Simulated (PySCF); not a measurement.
**As: ionisation energy**

As [Ar] 3d10 4s2 4p3 (4S) → As⁺ [Ar] 3d10 4s2 4p2 (3P), as a difference of total energies. All numbers are calculated (PySCF 2.14, the spin-free X2C one-electron Hamiltonian (Gaussian nucleus), in x2c-SVPall (5s4p3d, 32 functions)). Correlated levels: valence: [Ar] 3d10 frozen. The calculations carry no spin-orbit coupling.

```csv
method,ionisation energy (eV),error (eV)
UHF,9.431,-0.577
PBE0,9.931,-0.077
r2SCAN,10.099,+0.091
MP2 (valence),9.766,-0.242
SCS-MP2 (valence),9.645,-0.363
CCSD (valence),9.715,-0.293
CCSD(T) (valence),9.720,-0.288
```

Reference: 10.008 eV (measured; NIST levels, between the centres of gravity of the two terms).

Errors of the correlated levels include the incompleteness of this basis and the frozen core.
